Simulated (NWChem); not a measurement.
All runs are NWChem calculations. System: C2HF2, charge 0, spin multiplicity 2, displaced from the optimised geometry. The structure started from a generated list of species. Its SCF solution wasn't tested for a lower state.

Job file:

```
start mol
memory heap 200 mb stack 900 mb global 1100 mb
geometry units angstroms nocenter noautoz
  C      0.598286    -1.330597     0.000000
  C      0.068204    -0.101401     0.000000
  F      0.777691     1.041619     0.000000
  F     -1.254503     0.178877     0.000000
  H      0.292369    -2.392470     0.000000
  symmetry group Cs
end
basis spherical
  * library def2-svp
end
dft
  xc becke88 lyp
  odft
  mult 2
  semidirect memsize 60000000 filesize 0
  iterations 100
  convergence nodiis damp 40
end
task dft gradient
```

The output up to the point where the run's verdict is printed (cleaned and shortened):

```
             Northwest Computational Chemistry Package (NWChem) 7.3.0
             --------------------------------------------------------

                                NWChem Input Module
                                -------------------

 Scaling coordinates for geometry "geometry" by  1.889725989
 (inverse scale =  0.529177249)

 Turning off AUTOSYM since
 SYMMETRY directive was detected!

                             Geometry "geometry" -> ""
                             -------------------------

 Output coordinates in angstroms (scale by  1.889725989 to convert to a.u.)

  No.       Tag          Charge          X              Y              Z
 ---- ---------------- ---------- -------------- -------------- --------------
    1 C                    6.0000     0.59828600    -1.33059700     0.00000000
    2 C                    6.0000     0.06820400    -0.10140100     0.00000000
    3 F                    9.0000     0.77769100     1.04161900     0.00000000
    4 F                    9.0000    -1.25450300     0.17887700     0.00000000
    5 H                    1.0000     0.29236900    -2.39247000     0.00000000

 Effective nuclear repulsion energy (a.u.)     107.2032959149

            Nuclear Dipole moment (a.u.)
            ----------------------------
        X                 Y               Z
 ---------------- ---------------- ----------------
     0.0000018897     0.0000113384     0.0000000000

      Symmetry information
      --------------------

 Group name             Cs
 Group number              2
 Group order               2
 No. of unique centers     5

      Symmetry unique atoms

     1    2    3    4    5


 Summary of "ao basis" -> "" (spherical)
 ------------------------------------------------------------------------------
       Tag                 Description            Shells   Functions and Types
 ---------------- ------------------------------  ------  ---------------------
 *                          def2-svp                  on all atoms

                                 NWChem DFT Module
                                 -----------------
[...]
 d= 0,ls=0.5         73   -227.6551091077 -4.99D+01  1.65D-01               8.8
                                                     1.63D-01
 d= 0,ls=0.5         74   -177.7254189406  4.99D+01  1.65D-01               8.9
                                                     1.63D-01
 d= 0,ls=0.5         75   -227.6551091077 -4.99D+01  1.65D-01               9.0
                                                     1.63D-01
 d= 0,ls=0.5         76   -177.7254189406  4.99D+01  1.65D-01               9.1
                                                     1.63D-01
 d= 0,ls=0.5         77   -227.6551091077 -4.99D+01  1.65D-01               9.2
                                                     1.63D-01
 d= 0,ls=0.5         78   -177.7254189406  4.99D+01  1.65D-01               9.3
                                                     1.63D-01
 d= 0,ls=0.5         79   -227.6551091077 -4.99D+01  1.65D-01               9.4
                                                     1.63D-01
 d= 0,ls=0.5         80   -177.7254189406  4.99D+01  1.65D-01               9.5
                                                     1.63D-01
 d= 0,ls=0.5         81   -227.6551091077 -4.99D+01  1.65D-01               9.7
                                                     1.63D-01
 d= 0,ls=0.5         82   -177.7254189406  4.99D+01  1.65D-01               9.8
                                                     1.63D-01
 d= 0,ls=0.5         83   -227.6551091077 -4.99D+01  1.65D-01               9.9
                                                     1.63D-01
 d= 0,ls=0.5         84   -177.7254189406  4.99D+01  1.65D-01              10.0
                                                     1.63D-01
 d= 0,ls=0.5         85   -227.6551091077 -4.99D+01  1.65D-01              10.1
                                                     1.63D-01
 d= 0,ls=0.5         86   -177.7254189406  4.99D+01  1.65D-01              10.3
                                                     1.63D-01
 d= 0,ls=0.5         87   -227.6551091077 -4.99D+01  1.65D-01              10.5
                                                     1.63D-01
 d= 0,ls=0.5         88   -177.7254189406  4.99D+01  1.65D-01              10.6
                                                     1.63D-01
 d= 0,ls=0.5         89   -227.6551091077 -4.99D+01  1.65D-01              10.7
                                                     1.63D-01
 d= 0,ls=0.5         90   -177.7254189406  4.99D+01  1.65D-01              10.8
                                                     1.63D-01
 d= 0,ls=0.5         91   -227.6551091077 -4.99D+01  1.65D-01              11.0
                                                     1.63D-01
 d= 0,ls=0.5         92   -177.7254189406  4.99D+01  1.65D-01              11.1
                                                     1.63D-01
 d= 0,ls=0.5         93   -227.6551091077 -4.99D+01  1.65D-01              11.2
                                                     1.63D-01
 d= 0,ls=0.5         94   -177.7254189406  4.99D+01  1.65D-01              11.3
                                                     1.63D-01
 d= 0,ls=0.5         95   -227.6551091077 -4.99D+01  1.65D-01              11.4
                                                     1.63D-01
 d= 0,ls=0.5         96   -177.7254189406  4.99D+01  1.65D-01              11.5
                                                     1.63D-01
 d= 0,ls=0.5         97   -227.6551091077 -4.99D+01  1.65D-01              11.6
                                                     1.63D-01
 d= 0,ls=0.5         98   -177.7254189406  4.99D+01  1.65D-01              11.7
                                                     1.63D-01
 d= 0,ls=0.5         99   -227.6551091077 -4.99D+01  1.65D-01              11.8
                                                     1.63D-01
 d= 0,ls=0.5        100   -177.7254189406  4.99D+01  1.65D-01              12.0
                                                     1.63D-01
```

Convergence was not reached. The next line reads: Calculation failed to converge. NWChem stopped with the message: dft gradient failed.
